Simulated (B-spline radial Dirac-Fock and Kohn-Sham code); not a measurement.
**Subshell cross sections of Pt⁶⁺, photon energy 2000 eV**

System: platinum as Pt⁶⁺, 1s2 2s2 2p6 3s2 3p6 3d10 4s2 4p6 4d10 4f14 5s2 5p6 5d4.

The computed values come from a radial atomic solver: independent-particle photoionisation in a Dirac-Hartree-Slater potential with a Latter tail, all multipoles, thresholds from Dirac-Fock ΔSCF. The asymmetry parameter β is from the dipole term alone. Kinetic energies are from the vacuum level. Open shells are spread statistically over j, without multiplet splitting.

The last column is dσ/dΩ = σ/(4π) · [1 + β P₂(cos θ)] at θ = 90° from the polarisation vector of linearly polarised light.

```
subshell  electrons  binding (eV)  kinetic (eV)  σ (kb)     β  dσ/dΩ (kb/sr)
      4s          2         831.7        1168.3    17.9  1.88         0.0825
   4p1/2          2         715.6        1284.4    21.2  1.58          0.352
   4p3/2          4         624.7        1375.3    51.3  1.56          0.896
   4d3/2          4         434.3        1565.7    62.4  1.28           1.79
   4d5/2          6         417.5        1582.5       ?     ?              ?
   4f5/2          6         172.6        1827.4    35.9  1.07           1.33
   4f7/2          8         169.3        1830.7    45.4  1.05           1.71
      5s          2         202.6        1797.4    4.12  1.90         0.0165
   5p1/2          2         161.7        1838.3    4.28  1.69         0.0531
   5p3/2          4         145.5        1854.5    9.63  1.66          0.131
   5d3/2        1.6         91.34        1908.7    3.18  1.37         0.0804
   5d5/2        2.4         89.38        1910.6    4.53  1.38          0.111
```

Question: What are σ and β for 4d5/2?

Answer: σ = 89.0 kb, the largest of all subshells and 26 % of the total, and β = 1.32, which gives dσ/dΩ = 2.41 kb/sr.
